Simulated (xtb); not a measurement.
xtb input (GFN1-xTB):

```bash
xtb mol.xyz --gfn 1 --sp --chrg 0 --uhf 0
```
mol.xyz:
```
9

O     -1.16997181     1.44397394    -0.76182114
B     -0.93017711     0.31125645    -0.07211437
O     -1.91688319    -0.40397823     0.51799636
C      0.60991680    -0.17618974     0.02949418
F      0.70946553    -1.33176322     0.75282681
F      1.40226242     0.72883653     0.64243412
F      1.15485984    -0.43247026    -1.17878429
H     -2.10142487     1.69239794    -0.79369683
H     -1.61164045    -1.19293489     0.97961199
```

End of the output:

```
         :::::::::::::::::::::::::::::::::::::::::::::::::::::
         ::                     SUMMARY                     ::
         :::::::::::::::::::::::::::::::::::::::::::::::::::::
         :: total energy             -29.541468749677 Eh    ::
         :: gradient norm              0.018785078396 Eh/a0 ::
         :: HOMO-LUMO gap              6.995159297567 eV    ::
         ::.................................................::
         :: SCC energy               -29.652850158006 Eh    ::
         :: -> electrostatic           0.135208805558 Eh    ::
         :: repulsion energy           0.113588285053 Eh    ::
         :: dispersion energy         -0.002206876724 Eh    ::
         :: halogen bond corr.         0.000000000000 Eh    ::
         :: add. restraining           0.000000000000 Eh    ::
         :: total charge              -0.000000000000 e     ::
         :::::::::::::::::::::::::::::::::::::::::::::::::::::

           -------------------------------------------------
          |                Property Printout                |
           -------------------------------------------------

    * Orbital Energies and Occupations

         #    Occupation            Energy/Eh            Energy/eV
      -------------------------------------------------------------
         1        2.0000           -0.8925842             -24.2885
       ...           ...                  ...                  ...
         9        2.0000           -0.6398700             -17.4117
        10        2.0000           -0.6325581             -17.2128
        11        2.0000           -0.6293749             -17.1262
        12        2.0000           -0.6066573             -16.5080
        13        2.0000           -0.5961330             -16.2216
        14        2.0000           -0.5769287             -15.6990
        15        2.0000           -0.5704396             -15.5225
        16        2.0000           -0.5700256             -15.5112
        17        2.0000           -0.5557046             -15.1215
        18        2.0000           -0.5526271             -15.0377
        19        2.0000           -0.5521797             -15.0256
        20        2.0000           -0.5506281             -14.9834
        21        2.0000           -0.4884954             -13.2926 (HOMO)
Note: The following floating-point exceptions are signalling: IEEE_DENORMAL
normal termination of xtb
        22                         -0.2314280              -6.2975 (LUMO)
        23                         -0.1437384              -3.9113
        24                         -0.1371855              -3.7330
        25                         -0.0330820              -0.9002
        26                         -0.0168735              -0.4592
        27                          0.0345796               0.9410
        28                          0.1017702               2.7693
        29                          0.2781823               7.5697
        30                          0.3265400               8.8856
        31                          0.4644031              12.6371
        32                          0.6050960              16.4655
      -------------------------------------------------------------
                  HL-Gap            0.2570674 Eh            6.9952 eV
             Fermi-level           -0.3599617 Eh           -9.7951 eV

  Mulliken/CM5 charges         n(s)   n(p)   n(d)
     1O    -0.54369 -0.67982   1.675  4.869  0.000
     2B     0.57882  0.42176   0.805  1.616  0.000
     3O    -0.56167 -0.70172   1.679  4.882  0.000
     4C     0.56203  0.67196   1.063  2.375  0.000
     5F    -0.27981 -0.29583   1.830  5.450  0.000
     6F    -0.25297 -0.26803   1.822  5.431  0.000
     7F    -0.25297 -0.26803   1.822  5.431  0.000
     8H     0.37743  0.56222   0.623  0.000  0.000
     9H     0.37283  0.55749   0.627  0.000  0.000

Wiberg/Mayer (AO) data.
largest (>0.10) Wiberg bond orders for each atom

 ---------------------------------------------------------------------------
     #   Z sym  total        # sym  WBO       # sym  WBO       # sym  WBO
 ---------------------------------------------------------------------------
     1   8 O    2.118 --     2 B    1.192     8 H    0.843
     2   5 B    3.272 --     1 O    1.192     3 O    1.159     4 C    0.856
     3   8 O    2.102 --     2 B    1.159     9 H    0.845
     4   6 C    3.668 --     7 F    0.931     6 F    0.931     5 F    0.901
                             2 B    0.856
     5   9 F    1.024 --     4 C    0.901
     6   9 F    1.050 --     4 C    0.931
     7   9 F    1.050 --     4 C    0.931
     8   1 H    0.866 --     1 O    0.843
     9   1 H    0.874 --     3 O    0.845
 ---------------------------------------------------------------------------

Topologies differ in total number of bonds
Writing topology from bond orders to xtbtopo.mol

 dipole moment from electron density (au)
     X       Y       Z
  -1.3883  -0.1949   0.3129  total (Debye):    3.651

           -------------------------------------------------
          | TOTAL ENERGY              -29.541468749677 Eh   |
          | GRADIENT NORM               0.018785078396 Eh/α |
          | HOMO-LUMO GAP               6.995159297567 eV   |
           -------------------------------------------------

------------------------------------------------------------------------
------------------------------------------------------------------------
 total:
 SCF:
```
